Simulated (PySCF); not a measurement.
I(2+): ionisation energy

I(2+) [Kr] 4d10 5s2 5p3 (4S) → I(3+) [Kr] 4d10 5s2 5p2 (3P), as a difference of total energies. Calculation: PySCF 2.14, in aug-cc-pwCVDZ-PP with ECP28MDF; a scalar-relativistic core potential. Correlated levels: valence: 4s2 4p6 4d10 frozen. The calculations carry no spin-orbit coupling.

```
           method  ionisation energy (eV)  difference from reference (eV)
              UHF                  29.813                          +0.243
    MP2 (valence)                  30.138                          +0.568
SCS-MP2 (valence)                  30.026                          +0.456
   CCSD (valence)                  30.100                          +0.530
CCSD(T) (valence)                  30.105                          +0.535
```

Reference: 29.57 ± 0.025 eV (measured; NIST Atomic Spectra Database, ionization energies).

The reference lies between the lowest fine-structure levels, while these numbers refer to the centres of the terms.

Errors of the correlated levels include the incompleteness of this basis and the frozen core.
